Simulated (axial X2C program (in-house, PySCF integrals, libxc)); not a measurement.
## LiIn along the bond: r2SCAN0, 2c

Computed with an in-house relativistic program for diatomic molecules. Two-component (2c) means X2C with spin–orbit coupling and atomic mean-field two-electron Coulomb and Gaunt terms. Basis: In dyall-cv3z [11s12p9d4f1g], Li dyall-cv3z [7s8p2d] (cores contracted in-house); Gaussian nuclei, density fitting, unrestricted open shells. Masses: In 114.904 u, Li 7.016 u.

State: Ω = 0 (closed shell). Dipoles are positive if Li is the positive end.

```tsv
R (Å)	μ (D)	HOMO (eV)	LUMO (eV)
2.604	3.171	-3.68	-1.83
2.724	3.053	-3.67	-1.77
2.813	2.954	-3.66	-1.74
2.903	2.845	-3.65	-1.71
2.993	2.732	-3.64	-1.69
3.098	2.594	-3.63	-1.68
3.203	2.450	-3.61	-1.67
3.337	2.266	-3.58	-1.66
3.502	2.042	-3.55	-1.67
3.741	1.726	-3.50	-1.70
```

(1) The minimum lies at 2.977 Å. What is the dipole moment there, and its slope?

One determinant describes the state; a PBE0 search over occupations chose it and may have missed a lower one. Closed shells are restricted here (equal orbitals for both partners); the stretched side of such a curve lies too high. Other states lie close and PBE0, whose exact exchange favours high spin, may order them wrongly; the determinant shown need not be the ground state. The nearest other 2c determinant of the search, Ω = 2, lies 0.33 eV up at the distance of the search.

Results:

(1) At r2SCAN0, 2c, with the sign and origin stated: μ = 2.75 D, dμ/dR = -1.28 D/Å.
